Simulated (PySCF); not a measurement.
## Which element holds Br most strongly?

PBE in PySCF with def2-TZVPPD on every atom (core potentials on Sn, Sb), for the lowest determinant that a PBE0 search found; no spin–orbit coupling. D0 is De less the harmonic zero-point energy.

```csv
M,state (unpaired electrons),Re (Å),ωe (cm⁻¹),D0(MBr) (eV)
C,doublet (π ↑),1.831,716,4.08
Zn,doublet (σ ↑),2.324,258,1.89
Al,singlet (closed shell),2.337,358,4.67
Ga,singlet (closed shell),2.394,256,4.49
Sn,doublet (π ↑),2.542,234,3.70
Sb,triplet (π ↑↑),2.512,250,3.01
Si,doublet (π ↑),2.250,406,4.05
```

Q: Order the elements by D0 and give the energy of SbBr + Al → AlBr + Sb.

A: Al > Ga > C > Si > Sn > Sb > Zn; ΔE = 3.01 − 4.67 = -1.66 eV at PBE/def2-TZVPPD. Close neighbours can swap at other levels.

Spin–orbit coupling is left out, which matters for elements this heavy, above all for dissociation energies. States were picked by a PBE0 search and need not be the measured ground states.
